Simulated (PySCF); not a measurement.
diethyl sulfide (C$_{4}$H$_{10}$S), singlet, geometry from GFN2-xTB. Base run: PySCF with HF/STO-3G.

Geometry (Å):
```xyz
15

C      2.5607    -0.0078    -0.2384
C      1.1064     0.2496    -0.5813
S      0.0380    -0.2248     0.8290
C     -1.5539     0.4756     0.2767
C     -2.1930    -0.3159    -0.8488
H      2.8502     0.5677     0.6376
H      3.1966     0.2780    -1.0740
H      2.7168    -1.0620    -0.0228
H      0.9304     1.3084    -0.7772
H      0.8031    -0.3385    -1.4480
H     -1.3751     1.5124    -0.0112
H     -2.1827     0.4580     1.1664
H     -2.3149    -1.3556    -0.5542
H     -1.5822    -0.2790    -1.7481
H     -3.1720     0.0982    -1.0826
```
Charge 0, spin multiplicity 1.
All else is at PySCF's defaults.

The base run was repeated with changes; each row names its change, and settings that it needs were set with it.

```
change                                                                                   basis functions      E (Eh)  HOMO (eV)  HOMO-LUMO gap (eV)  dipole (D)
---------------------------------------------------------------------------------------  ---------------  ----------  ---------  ------------------  ----------
base                                                                                                  39  -548.63750      -6.49               18.88        0.95
basis = cc-pVDZ-DK; relativity = spin-free X2C; nucleus = Gaussian (with nucmod='G')                 124  -555.97044      -8.94               13.70        1.72
basis = jorge-DZP-DKH; relativity = spin-free X2C                                                    134  -555.97612      -8.95               13.50        1.77
basis = ANO-RCC-VDZP; relativity = spin-free X2C; nucleus = Gaussian (with nucmod='G')               124  -556.03301      -8.96               11.34        1.82
basis = ANO-RCC-VDZP; relativity = none                                                              124  -554.60353      -8.98               11.36        1.84
basis = ANO-RCC-VDZP; relativity = spin-free X2C                                                     124  -556.03339      -8.96               11.34        1.82
basis = cc-pVDZ-DK; relativity = none                                                                124  -554.57268      -8.95               13.72        1.74
basis = jorge-DZP-DKH; relativity = spin-free X2C; nucleus = Gaussian (with nucmod='G')              134  -555.97576      -8.95               13.50        1.77
basis = cc-pVDZ-DK; relativity = spin-free X2C                                                       124  -555.97081      -8.94               13.70        1.72
basis = jorge-DZP-DKH; relativity = none                                                             134  -554.67930      -8.97               13.51        1.79
```

Absolute energies of different levels of theory aren't comparable as measures of quality.

Basis sets contracted for a relativistic Hamiltonian are a mismatch without it, so the rows without relativity aren't non-relativistic limits. No row has spin-orbit coupling; sets with core potentials leave out the core electrons.
